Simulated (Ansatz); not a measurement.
`B[SiH](O)F` → `BO` + `F[SiH]` at 600 K and 1 bar (silylene formation by 1,1-elimination).

Isolated molecules relaxed with PBE0-D4/def2-TZVP in Ansatz; ΔE leaves out vibrations. CCSD(T)/CBS adds triple-zeta CCSD(T) − MP2 to the extrapolated MP2 energy (def2 sets, frozen cores). This one scheme is used for every species. Each species was taken in one conformer, which may not be the lowest.

```csv
species,CCSD(T)/CBS energy (Eh),H − E (kJ/mol),S (J/(mol·K))
`B[SiH](O)F`,-491.32150,174.0,398.1
`BO`,-101.80414,119.7,267.1
`F[SiH]`,-389.46371,45.2,268.7
```

H − E and S are ideal-gas, rigid-rotor, harmonic terms from PBE0-D4/def2-TZVP, for one conformer and one mirror image of each species. 1 Eh = 2625.50 kJ/mol, R = 8.31446 J/(mol·K).

Task: By hand: ΔE, ΔH, ΔS and ΔG.

Result: ΔE = (-101.80414) + (-389.46371) − (-491.32150) = 0.05365 Eh = 140.9 kJ/mol. Δ(H − E) = 119.7 + 45.2 − 174.0 = -9.1, so ΔH = 131.8 kJ/mol. ΔS = 267.1 + 268.7 − 398.1 = 137.7 J/(mol·K). ΔG = 131.8 − 600 × (137.7)/1000 = 49.2 kJ/mol.

Task: By hand: the equilibrium constant, and the temperature at which ΔG would vanish if ΔH and ΔS stayed fixed.

Result: log₁₀ K = −ΔG/(RT ln 10) = -4.3. ΔG = 0 at ΔH/ΔS = 957 K.

The number of gas molecules changes by +1, which sets the sign of ΔS. A doubt of 5 kJ/mol in ΔE shifts log₁₀ K by 0.4 here. Other conformers and mirror images would add mixing entropy, several J/(mol·K) or more a flexible species. These are equilibria of isolated gas molecules and say nothing of rates. Largest T1 diagnostic: 0.015 (customary marks: 0.02 for closed shells, 0.045 for open ones).
